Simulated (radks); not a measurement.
Excited configurations of Tb I: one electron is placed in a higher orbital outside [Xe] 4f9 6s1. The ground configuration is [Xe] 4f9 6s2. All-electron calculation, scalar-relativistic Kohn-Sham, PBEsol, spin-unpolarised, spherical densities, finite nucleus; Fermi nuclear charge, rms radius 5.06 fm. Program: a radial shooting solver on a logarithmic mesh with Libxc functionals. Excitation = E - E(ground); binding = E(ion) - E, where the ion is the core of charge +1; n* = 1/sqrt(2 binding) in atomic units, and the quantum defect is n - n*.

outer orbital  excitation (eV)  binding (eV)     n*  quantum defect  eigenvalue (eV)  <r> (bohr)
5d                       2.477         3.702  1.917           3.083           -0.943       3.833
5f                       5.263         0.915  3.855           1.145           -0.424       17.07
6p                       2.634         3.545  1.959           4.041           -1.789       5.636
6d                       4.723         1.456  3.057           2.943           -0.711       11.65
6f                       5.541         0.637  4.621           1.379           -0.361       28.88
7s                       4.030         2.148  2.516           4.484           -1.277       10.02
7p                       4.607         1.572  2.942           4.058           -0.908       12.99
7d                       5.273         0.905  3.877           3.123           -0.517       21.67

The Delta-SCF ionisation energy is 6.179 eV (NIST Atomic Spectra Database: 5.864 eV, measured). Self-interaction in the functional shifts the binding energies and quantum defects, so they are the method's values and not measured ones. Spin polarisation and multiplet splitting are left out, so open shells lie too high by an amount that depends on their filling. Spin-orbit splitting is averaged out at the scalar-relativistic level.

Beside tabulated values, note that spin-unpolarised runs miss the spin-polarisation part of the exchange energy of open shells.
